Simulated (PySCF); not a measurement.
Ge(H)(SH) (GeH₂S), SMILES [SH][GeH] (connectivity only; charge and spin as stated), neutral, multiplicity 1.

The structure is a stationary point at PBE0-D3(BJ)/def2-TZVP.

Two levels are set side by side: PBE/def2-TZVPD (PySCF) and PBE0/def2-TZVPD (PySCF). Same geometry, gas phase. Differences are taken from unrounded values.

```
quantity                      PBE0
---------------------------  -----
orbital gap (eV)              4.43
highest occupied level (eV)  -7.03
lowest empty level (eV)      -2.60
dipole moment (D)             0.94
mean polarisability (bohr³)   58.9
```

Problem. What does PBE give, and how far is it from PBE0? (The exact figures need the calculation; the answer reports its results.)

Solution. 
| quantity | PBE | PBE minus PBE0 |
|---|---|---|
| orbital gap (eV) | 2.63 | -1.80 |
| highest occupied level (eV) | -6.00 | 1.03 |
| lowest empty level (eV) | -3.37 | -0.77 |
| dipole moment (D) | 0.90 | -0.05 |
| mean polarisability (bohr³) | 60.4 | 1.5 |

PBE's occupied levels lie high since its potential decays too fast outside the molecule; exact exchange lowers them and widens the gap. Differences between two approximate levels are no errors against the true value.

Rough cost on one machine, each run with all the roots and properties that it gave: PBE0 against PBE within a factor of 2.
